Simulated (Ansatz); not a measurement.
Mulliken charges of CH5NS2Si, SMILES `C=N[SiH](S)S` from r2SCAN/def2-TZVPP in Ansatz (PBE0-D4/def2-TZVP geometry).

| atom | x (Å) | y (Å) | z (Å) | charge (e) |
| --- | --- | --- | --- | --- |
| C1 | 1.803 | -0.168 | 0.692 | 0.035 |
| N2 | 0.657 | 0.313 | 0.498 | -0.329 |
| Si3 | -0.577 | -0.377 | -0.506 | 0.548 |
| S4 | -2.212 | -0.836 | 0.776 | -0.261 |
| S5 | -0.948 | 1.021 | -2.065 | -0.261 |
| H6 | 2.512 | 0.348 | 1.348 | 0.071 |
| H7 | 2.168 | -1.103 | 0.240 | 0.063 |
| H8 | -0.240 | -1.652 | -1.192 | -0.084 |
| H9 | -2.116 | 0.332 | 1.436 | 0.110 |
| H10 | -0.963 | 2.070 | -1.223 | 0.109 |

Task: By hand: the dipole of these point charges (1 e Å = 4.8032 D).

Result: Σ q r = (0.353, -0.008, 0.155) e Å, of length 0.386 e Å = 1.85 D.

Task: How does the dipole of the full density compare? (Best estimate.)

Result: Ansatz gave: (0.370, 0.038, 0.191) e Å, 2.01 D; the point charges give 0.92 times that, at 7° from its direction.

Point charges leave out the atoms' own dipoles, such as those of lone pairs, and Mulliken's split depends on the basis, so the close match here is no proof of good charges.
